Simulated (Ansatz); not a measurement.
Harmonic frequencies (cm⁻¹) at PBE0-D4/def2-TZVP from Ansatz: 65, 116, 316, 316, 437, 720, 958, 971, 1347, 1475, 1480, 1640, 3059, 3143, 3146.

Which molecule is it?
A. `C[S][MgH]`
B. `C[O][MgH]`
C. `C[O][Mg][OH]`
D. `[NH2][Mg][Br]`

A.
